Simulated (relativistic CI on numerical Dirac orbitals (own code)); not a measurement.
What each ingredient does to the levels of Re V

Base calculation: Dirac-Coulomb-Breit CI, separate exchange-only KLI orbitals for each configuration, a model potential for QED, valence Slater integrals scaled by 0.85, P86 correlation energy added to each configuration.

Configurations in the expansion (outside the closed core [Kr] 4d10 4f14): 5s²5p⁶5d³, 5s²5p⁶5d²6s, 5s²5p⁶5d²6p, 5s²5p⁶5d²5f, 5s²5p⁶5d²5g, 5s²5p⁶5d6s6p, 5s²5p⁶5d²7s, 5s²5p⁶5d²6d, 5s²5p⁵5d⁴, 5s²5p⁶5d²7p, 5s²5p⁶5d²7d, 5s²5p⁶5d²8s, 5s²5p⁶5d²6f, 5s²5p⁶5d²8p, 5s²5p⁶5d5f6s, 5s²5p⁶5d²8d, 5s²5p⁵5d³5f, 5s²5p⁶5d6p6d, 5s²5p⁶5d5f5g, 5s²5p⁵5d³6s, 5s²5p⁵5d³5g, 5s5p⁶5d⁴, 5s²5p⁶5d6s², 5s²5p⁶6s²6p, 5s²5p⁶5f6s², 5s²5p⁶5g6s², 5s²5p⁶6s²7s, 5s²5p⁶6s²6d, 5s²5p⁶5d5f², 5s²5p⁶5f²6s, 5s²5p⁶5f²6p, 5s²5p⁶5f³, 5s²5p⁶5f²5g, 5s²5p⁶5f²7s, 5s²5p⁶5f²6d, 5s²5p⁶5d6p², 5s²5p⁶6s6p², 5s²5p⁶6p³, 5s²5p⁶5f6p², 5s²5p⁶5g6p², 5s²5p⁶6p²7s, 5s²5p⁶6p²6d, 5s²5p⁶5d5g², 5s²5p⁶5g²6s, 5s²5p⁶5g²6p, 5s²5p⁶5f5g², 5s²5p⁶5g³, 5s²5p⁶5g²7s, 5s²5p⁶5g²6d, 5s²5p⁶5d6s6d, 5s²5p⁶6s6p6d, 5s²5p⁶5f6s6d, 5s²5p⁶5g6s6d, 5s²5p⁶6s6d7s, 5s²5p⁶6s6d², 5s²5p⁶5d5f6p, 5s²5p⁶5f6s6p, 5s²5p⁶5f5g6p, 5s²5p⁶5f6p7s, 5s²5p⁶5f6p6d, 5s²5p⁶5d5g6s, 5s²5p⁶5g6s6p, 5s²5p⁶5f5g6s, 5s²5p⁶5g6s7s. Double excitations out of closed p, d and f shells are left out; levels of such configurations are missing from the list, as are those of other unlisted configurations, and high levels can miss mixing partners. These lack a partner that the ground configuration has and come out too high: 5s²5p⁶5d²7p, 5s²5p⁶5d²7d, 5s²5p⁶5d²8s, 5s²5p⁶5d²6f, 5s²5p⁶5d²8p.

The lowest level and the first level of each name with at least 55 % of one term (blank where a level has no safe partner in the second run):

| Level | Base (cm⁻¹) | Shift (cm⁻¹) |
| --- | --- | --- |
| 5s²5p⁶5d³ ⁴F3/2 | 0.0 | 0.0 |
| 5s²5p⁶5d³ ⁴F5/2 | 4315.3 | -188.3 |
| 5s²5p⁶5d³ ⁴F7/2 | 8156.0 | -91.4 |
| 5s²5p⁶5d³ ⁴F9/2 | 11049.3 | +262.6 |
| 5s²5p⁶5d³ ⁴P1/2 | 14157.1 | +1537.0 |
| 5s²5p⁶5d³ ²G7/2 | 18076.1 | +1426.2 |
| 5s²5p⁶5d³ ²H9/2 | 18951.5 | +1569.1 |
| 5s²5p⁶5d³ ⁴P5/2 | 20124.4 | +1593.6 |
| 5s²5p⁶5d³ ²P1/2 | 23033.5 | +1645.0 |
| 5s²5p⁶5d³ ²H11/2 | 25844.5 | +2291.0 |
| 5s²5p⁶5d³ ²D5/2 | 27640.1 | +2195.7 |
| 5s²5p⁶5d³ ²F5/2 | 33540.0 | +3896.2 |
| 5s²5p⁶5d³ ²F7/2 | 33816.3 | +3678.6 |
| 5s²5p⁶5d²6s ⁴F3/2 | 70907.8 | +1403.0 |
| 5s²5p⁶5d²6s ⁴F5/2 | 73393.0 | +1532.3 |
| 5s²5p⁶5d²6s ⁴F7/2 | 78621.6 | +1304.7 |
| 5s²5p⁶5d²6s ⁴F9/2 | 83714.8 | +1376.3 |
| 5s²5p⁶5d²6s ²F5/2 | 84666.6 | +3002.2 |
| 5s²5p⁶5d²6s ⁴P1/2 | 85404.1 | +3291.6 |
| 5s²5p⁶5d²6s ⁴P3/2 | 88145.5 | +3055.8 |
| 5s²5p⁶5d²6s ²F7/2 | 92411.5 | +3448.9 |
| 5s²5p⁶5d²6s ²D3/2 | 92460.9 | +3534.8 |

At this charge configurations can still be misplaced by up to about 7 % of their energy. Levels and lines within the n = 5 or 6 shells can be off by up to 10 % or somewhat more, and those that change n by about 2 %, since core polarisation is missing. 35 of the 69 excited levels that our extract of the measured tables holds in this range could be paired (the sources list more); they are missed by 3987 cm⁻¹ on average and 7401 at most, and levels without a partner can miss by more. Some levels of the ground configuration have no partner and can miss by 10 % or more.

(1) One thing was changed in a second run, which moved the levels as shown. Which?
A. Breit term removed
B. no correlation estimate
C. configuration mixing switched off
D. only the first configuration
E. Slater integrals left unscaled
F. only the first 3 configurations
G. QED terms removed

Results:

(1) E. Slater integrals left unscaled. Scaling acts on the splittings between terms and on the mixing, and leaves the fine structure of pure LS terms nearly alone; in jj coupling it moves the levels of one term differently.

LS names give the leading component of a level, which can be under half, so a name can repeat, a term be missing and a line seem to break the LS rules.
